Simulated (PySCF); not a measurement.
Species: C4H10O2SSi3.
Z-matrix (Å and degrees, GFN2-xTB geometry), rows numbered from 1:
```
Si
O   1  1.6206
Si  2  1.6136  1  153.75
O   3  1.6164  2  110.64  1    -3.19
Si  4  1.6178  3  152.46  2     3.65
C   5  1.8710  4  105.35  3   130.40
C   6  1.3649  5  129.60  4    -5.62
C   7  1.4108  6  113.91  5  -179.96
C   8  1.3577  7  112.27  6    -0.06
S   9  1.7188  8  111.93  7     0.03
H   1  1.4610  2  103.12  3  -179.56
H   1  1.4633  2  108.76  3   -60.18
H   1  1.4630  2  108.51  3    60.75
H   3  1.4538  2  107.25  1  -119.28
H   3  1.4555  2  107.01  1   113.35
H   5  1.4638  4  106.20  3  -111.26
H   5  1.4653  4  110.91  3    10.67
H   7  1.0757  6  122.06  5     0.18
H   8  1.0757  7  124.02  6  -179.97
H   9  1.0720  8  128.50  7   179.94
```

NICS = −σ at a ghost point: NICS(0) at the centroid of the ring atoms, NICS(1) 1 Å to either side along the normal of their mean plane, zz for the tensor component along that normal. Level: GIAO PBE0/pcSseg-1 (PySCF, non-relativistic, gas phase) on the GFN2-xTB geometry, one conformer.

Ring bond lengths (Å), with Mayer bond orders in brackets: C6–C7 1.365 (1.59), C7–C8 1.411 (1.28), C8–C9 1.358 (1.57), C9–S10 1.719 (1.19), S10–C6 1.735 (1.15).

What do the NICS probes read (ppm)?

```json
{"ring": "C6–C7–C8–C9–S10", "type": "5-membered ring with S; formal bonds all aromatic", "NICS(0)": "-12.5", "NICS(1), two faces": "-11.7 / -11.7", "NICS(1)zz, two faces": "-28.4 / -28.2", "rms pucker (Å)": "0.00", "centre to ring atoms, mean (Å)": "1.29"}
```

What do they say, and how far can they be read as aromaticity?

- C6–C7–C8–C9–S10: mean NICS(1)zz -28.3 ppm, shielded, aromatic by this magnetic criterion (flat ring, no four-coordinate atom).

And the bond-length index? HOMA = 1 − mean of α(R − Ropt)² over the ring bonds, with Krygowski's 1993 parameters (CC: Ropt 1.388 Å, α 257.7 Å⁻²; CS: Ropt 1.677 Å, α 94.09 Å⁻²).

- C6–C7–C8–C9–S10: HOMA 0.80; the largest term is that of S10–C6, α(R − Ropt)² = 0.32. The geometric and the magnetic index point the same way.
